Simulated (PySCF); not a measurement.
# Computed records: CH6BGeO

All values are calculated (PySCF 2.14.0). Calculation on a computer-drawn molecule: optimised geometry and harmonic frequencies of an isolated molecule of the commonest isotopes, restricted reference for singlets and unrestricted otherwise, frozen core in MP2; on germanium a core potential holds 10 electrons, which the energies leave out, and 3d is frozen in MP2 and coupled-cluster steps.

### CH6BGeO

Start structure:
```xyz
10
CH6BGeO
O     -2.7847     0.6341    -2.8181
B     -1.8944    -0.1268    -3.1461
C     -0.2377     0.1480    -3.0479
Ge     0.1233    -0.1625    -1.0446
H     -2.4934     1.5126    -2.5318
H     -2.0994    -1.2529    -3.4766
H     -0.0624     1.1988    -3.2966
H      0.3744    -0.3647    -3.6286
H     -0.4763    -1.5449    -0.7336
H     -0.8772     0.6406    -0.2775
```

It was run with charge 0, multiplicity 2, method HF, basis cc-pVDZ and basis and core potential on germanium cc-pVDZ-PP ECP10MDF.

Results for CH6BGeO: rotational constants 13.71, 1.892, 1.805 GHz; total energy -434.3152 hartree; spin squared 0.7543; convergence status largest gradient component 8.597e-06 hartree/bohr.

Drawn bonds:
```tsv
atom	other atom	order
1	2	1
2	3	1
3	4	1
1	5	1
2	6	1
3	7	1
3	8	1
4	9	1
4	10	1
```

Optimised structure:
```xyz
10
CH6BGeO
O     -2.8801     0.7735    -3.1270
B     -1.8882    -0.1461    -3.1710
C     -0.3716     0.1951    -2.9157
Ge     0.1304    -0.2386    -1.0438
H     -2.5891     1.6565    -2.9545
H     -2.2385    -1.2746    -3.3917
H     -0.1251     1.2497    -3.0747
H      0.2824    -0.4127    -3.5460
H     -0.0714    -1.7301    -0.7331
H     -0.6766     0.6095    -0.0439
```

Modes:
```tsv
frequency (cm⁻¹)	reduced mass (dalton)
71.87	3.151
117.7	1.17
199.7	2.335
407.4	2.268
534.5	1.069
555.1	2.875
639.8	1.143
709.1	1.345
835.4	1.572
918.9	1.143
931.7	1.322
991.8	2
1054	1.051
1149	1.377
1165	1.331
1265	1.467
1429	3.438
1539	1.186
2172	1.018
2189	1.023
2697	1.094
3182	1.06
3245	1.103
4157	1.066
```
